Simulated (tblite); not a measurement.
Compound: C6H13PSi.
Numbering: `[H]/[P:4]=[C:3](\[CH:2]=[CH2:1])[Si:5]([CH3:6])([CH3:7])[CH3:8]` (hydrogens: H9, H10 on C1; H11 on C2; H12 on P4; H13, H14, H15 on C6; H16, H17, H18 on C7; H19, H20, H21 on C8)

Cartesian coordinates in Å at the GFN2-xTB level; atoms count from 1:
```
atom  x, y, z in Å
C1     2.3584    0.1445   -1.1218
C2     2.2453   -0.1330    0.1768
C3     1.0090   -0.2456    0.9021
P4     0.9924   -0.6300    2.5549
Si5   -0.6838    0.0210    0.0652
C6    -2.0215   -0.0455    1.4188
C7    -1.0296   -1.3791   -1.1876
C8    -0.7461    1.7277   -0.7979
H9     3.3216    0.2094   -1.5990
H10    1.4997    0.3152   -1.7452
H11    3.1535   -0.2909    0.7530
H12    2.3911   -0.7321    2.7347
H13   -2.0549   -1.0238    1.8887
H14   -3.0058    0.1586    1.0085
H15   -1.8298    0.6849    2.1990
H16   -0.9375   -2.3533   -0.7173
H17   -2.0380   -1.2977   -1.5815
H18   -0.3446   -1.3575   -2.0288
H19   -1.6961    2.2192   -0.6133
H20   -0.6308    1.6401   -1.8737
H21    0.0388    2.3847   -0.4360
```

Computed with GFN2-xTB (tblite): harmonic, unscaled wavenumbers at the GFN2-xTB geometry, gas phase. The method is semi-empirical: single wavenumbers can be off by several per cent or more. Modes of hydrogen on phosphorus can be 10 to 20 % off. One conformer, not necessarily the lowest.

Harmonic wavenumbers (cm⁻¹): 34.3, 50.5, 83.4, 103.3, 125.6, 130.2, 135.8, 164.8, 183.3, 191.7, 221.3, 265.1, 339.0, 454.1, 480.0, 520.2, 657.2, 664.5, 734.5, 739.0, 783.6, 788.6, 796.2, 849.0, 851.1, 861.3, 869.8, 885.4, 975.4, 995.1, 1125.8, 1218.3, 1314.1, 1370.6, 1373.3, 1376.8, 1401.1, 1481.9, 1482.3, 1486.8, 1487.8, 1491.5, 1494.0, 1628.9, 2135.9, 2988.3, 3039.6, 3040.4, 3041.8, 3041.9, 3042.6, 3044.2, 3046.9, 3048.0, 3049.8, 3108.7, 3148.8.

A = 1474, B = 1233, C = 862.8 MHz; mass 144.052 u (most abundant isotopes); point group C1, symmetry number 1.

Q: What is the zero-point energy?

A: Half the sum of the wavenumbers: 36722 cm⁻¹ = 104.99 kcal/mol.

Q: Entropy at 200 K, 1 bar (ideal gas, RRHO, classical rotation)?

A: Translation 38.85, rotation 28.52, vibration 30.21: S = 97.6 cal/(mol K).

Q: And Cp and H(200 K) − H(0)?

A: Cp = 36.25 cal/(mol K), of which vibrations give 28.31 (their classical limit is 57 R = 113.3); H(200 K) − H(0) = 4.76 kcal/mol without the zero-point energy, 3.17 from vibrations.

Q: What must be added to the electronic energy to get the Gibbs energy at 200 K and 1 bar?

A: ZPE + [H(200 K) − H(0)] − T·S = 104.99 + 4.76 − 19.52 = 90.23 kcal/mol.

Q: Which modes carry the vibrational entropy at 200 K?

A: 34.3 cm⁻¹: 4.77; 50.5 cm⁻¹: 4.01; 83.4 cm⁻¹: 3.03; 103.3 cm⁻¹: 2.62; 125.6 cm⁻¹: 2.25; 130.2 cm⁻¹: 2.19 cal/(mol K); the other 51 give 11.33 together.

Q: How do the functions run with temperature in this model?

A: 
```json
{"T (K)": "150", "S (cal/(mol K))": "87.9", "Cp (cal/(mol K))": "31.1", "H − H(0) (kcal/mol)": "3.08", "G − H(0) (kcal/mol)": "-10.11", "ln q(vib)": "5.18"}
{"T (K)": "250", "S (cal/(mol K))": "106.2", "Cp (cal/(mol K))": "41.6", "H − H(0) (kcal/mol)": "6.70", "G − H(0) (kcal/mol)": "-19.86", "ln q(vib)": "9.17"}
{"T (K)": "298.15", "S (cal/(mol K))": "114.0", "Cp (cal/(mol K))": "46.6", "H − H(0) (kcal/mol)": "8.83", "G − H(0) (kcal/mol)": "-25.16", "ln q(vib)": "10.97"}
{"T (K)": "400", "S (cal/(mol K))": "129.1", "Cp (cal/(mol K))": "56.6", "H − H(0) (kcal/mol)": "14.10", "G − H(0) (kcal/mol)": "-37.55", "ln q(vib)": "14.57"}
{"T (K)": "600", "S (cal/(mol K))": "155.2", "Cp (cal/(mol K))": "71.9", "H − H(0) (kcal/mol)": "27.04", "G − H(0) (kcal/mol)": "-66.05", "ln q(vib)": "21.11"}
{"T (K)": "900", "S (cal/(mol K))": "187.4", "Cp (cal/(mol K))": "87.1", "H − H(0) (kcal/mol)": "51.08", "G − H(0) (kcal/mol)": "-117.62", "ln q(vib)": "29.85"}
```

q(vib) and H(0) count from the zero-point level.

Q: Blend soft modes into free rotors: weight 1/[1 + (100 cm⁻¹/ν̃)⁴] for the oscillator and the rest for a rotor with moment μB/(μ + B), μ = h/(8π²ν), B = 10⁻⁴⁴ kg m². What vibrational entropy results?

A: 27.91 cal/(mol K) in place of 30.21, which changes −T·S at 200 K by +0.46 kcal/mol.

Hindered rotation and anharmonicity are outside this model. Other conformers, if any are populated, would add a mixing term that is left out. The structure is chiral; the term R ln 2 for an equal mix with its mirror image is left out.

On one thread of an Arm Neoverse N1, no GPU (shared host), this took 1.7 s wall. The figure is for the frequency step alone.
